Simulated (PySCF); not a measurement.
H5P2, SMILES [PH3+]P, charge +1. Heavy atoms are numbered as in [PH2:1][PH3+:2]. Hydrogens are named by the atom that carries them.

Coordinates come from a PBE-D3(BJ)/def2-TZVP optimisation. The isomer is the one that the SMILES or the coordinates give; other isomers of the formula were not compared.

Level of theory: HF/pcSseg-2 run with PySCF.

GIAO shieldings, no solvent; atoms alike by connectivity are averaged. δ = σ(ref) − σ: ³¹P against PH3 (σ = 583.3 ppm); ¹H against TMS (σ = 31.98 ppm), references at their B3LYP-D3(BJ)/def2-TZVP geometries, non-relativistic.

```
nucleus     atoms  count  δ (ppm)
-------  --------  -----  -------
³¹P      P2 (PH3)      1    141.9
³¹P      P1 (PH2)      1     12.4
¹H        H on P2      3     6.15
¹H        H on P1      2     4.08
```
